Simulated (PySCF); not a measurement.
C₂H₆Bi, SMILES [CH3][Bi+][CH3] (connectivity only; charge and spin as stated), charge +1, multiplicity 1. Atoms are numbered in the order given.

```xyz
9

Bi     0.0000     0.0000     0.2868
C      1.6234     0.0061    -1.2357
H      2.5925     0.2339    -0.7736
H      1.6491    -1.0068    -1.6770
H      1.3785     0.7214    -2.0362
C     -1.6234    -0.0061    -1.2357
H     -1.6491     1.0068    -1.6770
H     -1.3785    -0.7214    -2.0362
H     -2.5925    -0.2339    -0.7736
```
Charge +1, spin multiplicity 1.

Geometry: PBE0-D3(BJ)/def2-SVP. The multiplicity is an assumed one; other spin states were not compared. The isomer is the one that the SMILES or the coordinates give; other isomers of the formula were not compared. The def2 effective core potentials stand for the cores of Bi; spin–orbit coupling is left out.

Method: r2SCAN/def2-TZVPD (PySCF).

Mulliken values depend strongly on the basis, most of all with diffuse functions as here. ESP charges are fitted to the potential on shells at 1.4 to 2.0 van der Waals radii. Atomic charges (e):

| atom | ESP fit | Mulliken |
|---|---|---|
| Bi1 | [?] | 1.14 |
| C2 | [?] | -0.96 |
| H3 | [?] | 0.27 |
| H4 | [?] | 0.31 |
| H5 | [?] | 0.30 |
| C6 | [?] | -0.96 |
| H7 | [?] | 0.31 |
| H8 | [?] | 0.30 |
| H9 | [?] | 0.27 |

### Question
Fill in the missing entries. (An estimate is asked for; the answer gives what the named calculation found.)

### Answer

- Bi1, ESP fit: 0.78
- C2, ESP fit: -0.19
- H3, ESP fit: 0.09
- H4, ESP fit: 0.12
- H5, ESP fit: 0.09
- C6, ESP fit: -0.19
- H7, ESP fit: 0.12
- H8, ESP fit: 0.09
- H9, ESP fit: 0.09
